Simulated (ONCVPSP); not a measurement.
**Configuration tests for manganese (Mn) (ONCV)**

| Property | Result |
| --- | --- |
| Element | Mn |
| Generator | ONCVPSP 4.0.1 |
| Type | optimised norm-conserving Vanderbilt (ONCV) |
| Functional | Wu-Cohen |
| Relativity | scalar-relativistic |
| Frozen core | [Ne] |
| Valence charge | 15 |
| Reference configuration | 3s2 3p6 3d4 (charge +3) |
| Partial waves | 3s: rc 1.15 bohr, ncon 3, nbas 7, qcut 8.7 1/bohr, 2 projectors, debl 2.1 Ha; 3p: rc 1.35 bohr, ncon 4, nbas 7, qcut 7.9 1/bohr, 2 projectors, debl 1.2 Ha; 3d: rc 1.25 bohr, ncon 3, nbas 7, qcut 15 1/bohr, 2 projectors, debl 2.4 Ha |
| Local potential | polynomial inside 0.85 bohr (lpopt 5, dvloc0 3 Ha) |
| Core correction | none |

In the s channel the program set the typed energies aside and used -4.470, 0.250 Ha. In the p channel the program set the typed energies aside and used -3.315, 0.250 Ha.

Energies are relative to the spin-unpolarised reference configuration 3s2 3p6 3d4; without spin polarisation the order of configurations can differ from experiment.

```json
{"valence configuration": "3s2 3p6 3d5 4s2", "charge": "0", "ΔE all-electron (eV)": "-56.438", "error AE − PS (meV)": "+5.8"}
{"valence configuration": "3s2 3p6 3d5", "charge": "+2", "ΔE all-electron (eV)": "-32.511", "error AE − PS (meV)": "+14"}
```

Problem. What are ΔE and the potential's error for 3s2 3p6 3d6 4s1?

Solution. ΔE = -56.803 eV all-electron; the error (AE − PS) is +17 meV.

Problem. What are ΔE and the potential's error for 3s2 3p6 3d5 4s1?

Solution. ΔE = -47.991 eV all-electron; the error (AE − PS) is +8.5 meV.
